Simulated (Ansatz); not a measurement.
A single point on `S[SiH]1C=C1`.

```yaml
crystal:
  periodic: [false, false, false]
  atoms:
    - {symbol: S, position_ang: [-1.231114, 0.956564, -1.658504]}
    - {symbol: Si, position_ang: [-0.140393, 0.470007, 0.105984]}
    - {symbol: C, position_ang: [1.185235, -0.738063, 0.093879]}
    - {symbol: C, position_ang: [0.067572, -1.226012, 0.651366]}
    - {symbol: H, position_ang: [-1.550172, 2.184129, -1.217523]}
    - {symbol: H, position_ang: [-0.185937, 1.626182, 1.028378]}
    - {symbol: H, position_ang: [2.166154, -1.144200, -0.125052]}
    - {symbol: H, position_ang: [-0.219244, -2.185806, 1.065672]}
basis:
  gaussian: {orbitals: def2-TZVPP}
hamiltonian: {xc: pbe}
correlation: {method: rpa}
```

```sh
$ ansatz run in.yaml --threads 2 --pin off --events-out ev --progress --plain --max-ram 4352MiB
```

Output, abridged:

```
Functional definition: PBE
1169 factors; integrals over basis functions are off by at most 9.3e-4 eV
mean field evaluation 1: about -20829.8149 eV, gradient 6.6e1 eV
mean field evaluation 2: about -20829.8043 eV, gradient 6.6e1 eV
mean field evaluation 4: about -20839.4362 eV, gradient 2.0e1 eV
mean field evaluation 8: about -20840.8285 eV, gradient 2.1e-1 eV
mean field evaluation 16: about -20840.8277 eV, gradient 2.8e-4 eV
mean field -20840.82773122 eV, -765.8862927021 hartree, gradient 2.4e-6 eV, S^2 0.000000; 0 other end points of the search recorded, 0 dependent functions left out
12 core orbitals not correlated: weight in the atoms' cores, before any rotation towards them, 1.000 or more for the frozen orbitals, at most 0.000 for the correlated occupied ones
reference -20802.91573447 eV, -764.4930525192 hartree; 11, 11 occupied and 179, 179 virtual orbitals, 1169 factors
Total energy: -20830.82671712 eV, -765.5187622127 hartree
```

Hardware: 2 threads of an Arm Neoverse V1 on a shared host. Wall time 5.5 s, peak host memory 0.41 GiB.
